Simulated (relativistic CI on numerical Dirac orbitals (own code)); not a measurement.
# Co3+ (3d6) in a crystal field

Calculated by Dirac-Coulomb-Breit CI, orbitals from a KLI potential per configuration, a model potential for QED, valence Slater integrals scaled by 0.9, one configuration in a parametric crystal field (own radial code). With so little scaling, terms lie 10 to 35 % too far apart, which can change the order of excited levels.

Field parameters in Wybourne normalisation: D3d B²₀ = −7Dσ, B⁴₀ = −14Dq − 21Dτ, B⁴₃ = −14√(10/7) Dq; D4h B²₀ = −7Ds, B⁴₀ = 21(Dq − Dt), B⁴₄ = 21√(5/14) Dq; Oh B⁴₀ = 21Dq, B⁴₄ = √(5/14) B⁴₀. The field is a parameter set, without covalency.

S and J are read from ⟨S²⟩ = S(S + 1) and ⟨J²⟩ = J(J + 1) of each level; they are not fictitious spins.

D3d, 10Dq = 15400, Dσ = 590, Dτ = -90 cm⁻¹, the lowest 16 levels:

```csv
E (cm⁻¹),Degeneracy,Irrep,S,J
0.0,1,A1,2.00,3.49
27.9,2,E,2.00,3.43
119,2,E,2.00,3.18
1040,2,E,2.00,3.36
1133,1,A2,2.00,3.26
1242,1,A1,2.00,2.81
1315,2,E,2.00,2.75
1399,2,E,2.00,2.64
1454,1,A2,2.00,2.60
1458,1,A1,2.00,2.58
8855,1,A1,0.19,4.60
11631,2,E,1.00,4.21
11636,1,A1,1.00,4.20
11837,2,E,1.00,4.24
12242,2,E,1.01,3.98
12317,1,A2,1.01,4.01
```

Oh, 10Dq = 10500 cm⁻¹, the lowest 16 levels:

```
E (cm⁻¹)  Degeneracy  Irrep     S     J
     0.0           3     T2  2.00  3.80
     270           2      E  2.00  3.36
     294           3     T1  2.00  3.32
     660           1     A1  2.00  2.61
     711           3     T1  2.00  2.48
     746           3     T2  2.00  2.40
   10961           1     A2  2.00  3.00
   10963           3     T2  2.00  2.95
   10965           2      E  2.00  2.90
   10969           3     T1  2.00  2.85
   10973           1     A1  2.00  2.80
   15430           1     A1  0.82  4.10
   15452           2      E  1.00  4.39
   15499           3     T2  1.00  4.33
   16005           3     T1  1.00  4.05
   18242           1     A1  0.38  4.60
```

D3d, 10Dq = 17600, Dσ = 230, Dτ = -400 cm⁻¹, the lowest 16 levels:

| E (cm⁻¹) | Degeneracy | Irrep | S | J |
| --- | --- | --- | --- | --- |
| 0.0 | 2 | E | 2.00 | 3.54 |
| 71.9 | 1 | A1 | 2.00 | 3.46 |
| 146 | 1 | A2 | 2.00 | 3.25 |
| 221 | 2 | E | 2.00 | 3.15 |
| 333 | 2 | E | 2.00 | 2.93 |
| 458 | 1 | A1 | 2.00 | 2.60 |
| 462 | 1 | A2 | 2.00 | 2.60 |
| 2357 | 1 | A1 | 1.99 | 2.82 |
| 2360 | 2 | E | 2.00 | 2.84 |
| 2365 | 2 | E | 2.00 | 2.91 |
| 7055 | 1 | A1 | 0.16 | 4.62 |
| 10078 | 2 | E | 1.00 | 4.13 |
| 10203 | 2 | E | 1.01 | 4.18 |
| 10443 | 1 | A2 | 1.01 | 4.12 |
| 10479 | 1 | A1 | 0.98 | 4.28 |
| 11987 | 2 | E | 1.01 | 3.95 |

D3d, 10Dq = 28200, Dσ = 310, Dτ = -360 cm⁻¹, the lowest 16 levels:

```tsv
E (cm⁻¹)	Degeneracy	Irrep	S	J
0.0	1	A1	0.02	4.61
13152	2	E	1.46	3.64
13156	1	A2	1.54	3.46
13181	1	A1	1.52	3.51
13240	2	E	1.38	3.76
13501	2	E	1.94	3.54
13664	1	A1	1.92	3.42
13819	1	A2	1.97	3.13
14118	2	E	1.75	3.48
14438	2	E	1.65	3.52
14452	1	A1	1.48	3.61
14607	2	E	1.48	3.60
14822	1	A2	1.62	3.29
14826	1	A1	1.66	3.23
15506	2	E	1.96	2.88
15968	2	E	1.71	3.13
```

D4h, 10Dq = 10000, Ds = 230, Dt = 180 cm⁻¹, the lowest 16 levels:

| E (cm⁻¹) | Degeneracy | Irrep | S | J |
| --- | --- | --- | --- | --- |
| 0.0 | 1 | B2 | 2.00 | 3.78 |
| 13.3 | 2 | E | 2.00 | 3.77 |
| 207 | 1 | A1 | 2.00 | 3.35 |
| 220 | 1 | A2 | 2.00 | 3.31 |
| 361 | 2 | E | 2.00 | 3.34 |
| 363 | 1 | B1 | 2.00 | 3.38 |
| 700 | 1 | A1 | 2.00 | 2.69 |
| 715 | 2 | E | 2.00 | 2.53 |
| 727 | 1 | B2 | 2.00 | 2.44 |
| 770 | 1 | A2 | 2.00 | 2.52 |
| 834 | 2 | E | 2.00 | 2.43 |
| 8538 | 1 | B1 | 2.00 | 2.94 |
| 8538 | 1 | B2 | 2.00 | 2.94 |
| 8548 | 2 | E | 2.00 | 2.84 |
| 8551 | 1 | A1 | 2.00 | 2.80 |
| 10352 | 1 | B1 | 2.00 | 2.95 |

The free-ion ground term has S = 2. The field overcomes the spin-pairing energy for D3d, 10Dq = 28200, Dσ = 310, Dτ = -360 cm⁻¹, where the ground state has lower spin; these fields are assumed values.

Levels of this model without a field, named by their leading LS term: 5D_4 0, 5D_3 621, 5D_2 1052, 5D_1 1328, 5D_0 1463, 3H_6 23196, 3H_5 23554, 3H_4 23816 cm⁻¹.
